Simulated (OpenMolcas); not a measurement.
**Ni3+: moving the ligands**

Ni3+ with its 6 nearest fluoride ions at 1.92 Å, on the Ga site of K2NaGaF6 (a = 8.246 Å, distance in the model lattice 1.938 Å). The rest of the host is ab initio model potentials to 7.6 Å, with orthogonalisation functions on the cations behind the ligands, and point charges beyond; the distance is set by hand and nothing relaxes. Ligand basis ANO-RCC-VDZP.

```
Program             : OpenMolcas 26.06
Method              : CASSCF
Basis               : ANO-RCC-VTZP [6s5p3d2f1g]
Scalar Hamiltonian  : DKH2, point nucleus
Active space        : 7 electrons in 5 orbitals (3d)
State averaging     : 2S+1 = 4 even, 10 roots; 2S+1 = 2 even, 40 roots
Spin-orbit coupling : state interaction with AMFI integrals over the reference wave functions
```

Runs around this geometry, states (labels of O, the rotations of Oh). Energies in cm-1 above the lowest state or level, χT in cm3 K/mol; under a threefold ground state the first gap can be a small split of the lowest multiplet, not the spin-orbit step; 10Dq and B are least-squares fits to the states below 45000 cm-1, weighted by degeneracy, with a free offset, and given where the rms deviation is under 5 % of |10Dq| (or 100 cm-1) and under 700 cm-1.

```tsv
R (Å)	Ground state	First state of that spin	10Dq	B (rms of fit)	First gap with spin-orbit (degeneracies)	χT at 300 K	First state of another spin
1.91	4T1	4T2 8976	10858	1296 (324)	471.4 (2, 4)	3.377	2E 13076
1.92	4T1	4T2 8740	10606	1297 (327)	471.6 (2, 4)	3.388	2E 13345
1.938	4T1	4T2 8338	10174	1299 (334)	471.6 (2, 4)	3.407	2E 13806
```

Taking |10Dq| as R^-n, n = -ln(10174 / 10858) / ln(1.938 / 1.91) = 4.5 between the shortest and longest distance. The point-charge formula for a cubic d site gives n = 5.

An orbital triplet at a regular site is open to Jahn-Teller coupling, which can distort the site and quench the lowest spin-orbit gaps and is left out. Without dynamic correlation the repulsion within the d shell is too large (B by tens of per cent), so at a given field states of lower spin stand too high. This shell can be high or low spin here, a state of another spin lies low, and with metal d orbitals alone active their balance is uncertain, so the ground spin may be wrong. Ligand-to-metal charge-transfer states are missing. With no ligand orbital active B as a rule stays too high, so bands that hang on it stand too high and its fall with covalency is understated. With metal d orbitals alone and no dynamic correlation 10Dq can be off by a tenth to a fifth, either way, in oxide and fluoride hosts. No measured value stands beside these numbers; the geometry was set by hand and not optimised.
